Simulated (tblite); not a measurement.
A tight-binding relaxation on `[H]/N=C/C=[C]\C(=S)C#C` [radical].

Computed with GFN2-xTB geometry optimisation, gas phase (tblite 0.8.0). Start geometry: from a force field or distance geometry. The input is one job of a driver script: a line of settings, then coordinates in Å.

Command:
```bash
OMP_NUM_THREADS=1 python probes_run.py task.json out
```

Input:
```
{"job": {"kind": "relax", "xc": "GFN2-xTB", "basis": "xTB"}, "charge": 0, "multiplicity": 2}
C     -2.330500     0.694500    -0.737700
C     -1.697400    -0.293100    -0.503100
C     -0.941600    -1.487600    -0.208400
S     -1.830800    -2.888000    -0.412600
C      0.386600    -1.637600     0.203900
C      1.258100    -0.730800     0.410400
C      1.167500     0.713500     0.308100
N      2.217700     1.430200     0.592900
H     -2.884700     1.574100    -0.943600
H      2.268400    -1.100400     0.738100
H      0.284500     1.255900     0.019500
H      2.103300     2.468500     0.506500
```

Output:
```
step      E/eV     max force
  0    -565.59494    4.188
  1    -565.74518    3.664
  2    -565.90507    2.556
  3    -565.95302    2.115
  4    -566.03422    0.790
  5    -566.07628    0.575
  6    -566.09363    0.535
  7    -566.10141    0.304
  8    -566.10672    0.280
  9    -566.11250    0.218
... (102 lines left out)
112    -567.22335    0.076
113    -567.22373    0.068
114    -567.22399    0.034
115    -567.22409    0.015
116    -567.22411    0.025
117    -567.22413    0.021
118    -567.22415    0.015
119    -567.22417    0.018
120    -567.22418    0.011
121    -567.22419    0.006
```

«max force» is the largest atomic force in eV/Å.

Question: From which step on does the largest force stay under 0.1 eV/Å, and how much energy is left to gain from there?

Answer: From step 99 (0.085 eV/Å), 3.0 meV above the end.

Summary of the converged run: energy lowered by 37.6 kcal/mol over 121 steps; largest atomic force 0.006 eV/Å at the end.

Question: Give the final coordinates.

Answer: 1.288 Å rms from the input after alignment:
```
atom  x, y, z in Å
C1    -3.5178    0.0693   -0.2771
C2    -2.4202   -0.4176   -0.2934
C3    -1.1614   -1.0527   -0.3668
S4    -1.0520   -2.5417   -1.2576
C5    -0.0767   -0.5715    0.2168
C6     1.0411   -0.1464    0.7230
C7     1.9740    0.7337    0.0265
N8     3.0174    1.1083    0.6197
H9    -4.4689    0.5111   -0.2467
H10    1.3420   -0.4168    1.7282
H11    1.6835    1.0074   -0.9950
H12    3.6403    1.7162    0.0962
```

On one thread of an Arm Neoverse V1, on a shared host, this took 0.83 s wall.
Labels such as C1 count atoms from 1, the log's own numbers from 0.
